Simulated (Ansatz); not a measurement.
The first iterations of a band of AlFH₆O₂Si (11 atoms, charge 0, multiplicity 1).

All numbers below come from Ansatz 0.2.0, RKS PBE-D4/6-31G*.

```
movable images  : 5
climbing image  : yes
spring          : 5.0 eV/Å²
optimiser       : quadratic models (default)
start path      : through a guess of the saddle point
force threshold : 0.03 eV/Å
iteration limit : 60
end points      : relaxed
```

Image 0:

```xyz
11
Properties=species:S:1:pos:R:3
Al -0.019 0.474 0.043
O 0.064 0.326 1.936
Si -1.448 -0.465 2.512
H -1.526 -1.949 2.377
H -1.040 -0.274 3.968
H -2.737 0.299 2.458
H 1.191 -0.287 -0.651
O -1.555 -0.438 0.385
H -2.395 -0.047 0.079
F -0.308 2.066 -0.403
H 0.712 0.582 2.620
```

Image 6:

```xyz
11
Properties=species:S:1:pos:R:3
Al -0.078 0.588 0.054
O 0.058 0.335 1.933
Si -1.490 -0.382 2.521
H -1.736 -1.836 2.250
H -0.971 -0.419 3.952
H -2.682 0.509 2.629
H 0.930 -0.319 -0.784
O -1.704 -0.132 0.426
H -1.967 -0.953 -0.029
F -0.086 2.234 -0.248
H 0.667 0.664 2.621
```

| iteration | highest image above the first end (eV) | largest band force component (eV/Å) |
| --- | --- | --- |
| 1 | 6.186 | 28.926 |
| 2 | 1.086 | 2.136 |
| 3 | 0.825 | 0.858 |
| 4 | 0.768 | 0.566 |
| 5 | 0.697 | 0.779 |
| 6 | 0.642 | 0.773 |
| 7 | 0.552 | 0.754 |
| 8 | 0.490 | 1.229 |
| 9 | 0.441 | 0.563 |
| 10 | 0.396 | 0.556 |
| 11 | 0.364 | 0.568 |

Q: Does the band converge within its limit, and where does its top end?

A: The forces met the threshold. It ended after 33 iterations with the highest image 0.058 eV above the first end. A vibrational analysis at the climbing image gives one clearly imaginary mode, 280i cm⁻¹: a first-order saddle point.

Run time: 5.2 min on 2 threads of Arm Neoverse V2, with other jobs on the host, peak memory 0.14 GiB.
